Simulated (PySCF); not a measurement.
Excitation energy of Zn²⁺ by level of theory

Zn²⁺ [Ar] 3d10 (1S) → Zn²⁺ [Ar] 3d9 4s1 (3D), as a difference of total energies. Computed with PySCF 2.14 in x2c-TZVPPall, with the spin-free X2C one-electron Hamiltonian (Gaussian nucleus). Correlated levels: valence: [Ar] frozen; valence and next inner shell: [Ne] frozen. The calculations carry no spin-orbit coupling.

| method | excitation energy (eV) |
| --- | --- |
| UHF | 8.099 |
| LDA | 9.802 |
| PBE | 9.460 |
| PBE0 | 9.339 |
| r2SCAN | 9.227 |
| HSE06 | 9.262 |
| r2SCAN0 | 9.133 |
| B2PLYP | 9.477 |
| M06-L | 9.647 |
| MP2 (valence) | 10.241 |
| SCS-MP2 (valence) | 10.049 |
| MP2 (valence and next inner shell) | 10.635 |
| SCS-MP2 (valence and next inner shell) | 10.358 |

Q: How much does correlation contribute at MP2 (valence and next inner shell)?

A: 10.635 − (8.099) = 2.536 eV, measured against UHF.

A first-order spin-orbit estimate (lowest level to lowest level, LS coupling) adds -0.137 eV.

The basis was made for the ground configuration and has no added diffuse functions, so the excitation energy can come out too high.
